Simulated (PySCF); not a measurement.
Er: excitation energy

Er [Xe] 4f12 6s2 (high-spin determinant) → Er [Xe] 4f12 6s1 6p1 (high-spin determinant), as a difference of total energies. Calculation: PySCF 2.14, in ANO-RCC-VTZP; scalar relativity by spin-free X2C-1e. Correlated levels: valence: [Kr] 4d10 frozen; valence and next inner shell: [Ar] 3d10 frozen. The calculations carry no spin-orbit coupling.

| method | excitation energy (eV) |
| --- | --- |
| UHF | 1.231 |
| LDA | 2.308 |
| PBE | 2.121 |
| PBE0 | 1.980 |
| r2SCAN | 1.867 |
| MP2 (valence) | 2.140 |
| SCS-MP2 (valence) | 2.157 |
| MP2 (valence and next inner shell) | 2.155 |
| SCS-MP2 (valence and next inner shell) | 2.165 |

Task: How much does correlation contribute at MP2 (valence and next inner shell)?

Result: 2.155 − (1.231) = 0.924 eV, measured against UHF.

A first-order spin-orbit estimate (lowest level to lowest level, LS coupling) adds 0.073 eV.

The basis was made for the ground configuration and has no added diffuse functions, so the excitation energy can come out too high.

The determinant of the upper state and of the lower state mixes LS terms, which raises its energy above the lowest term, most at the Hartree-Fock and MP2 levels.
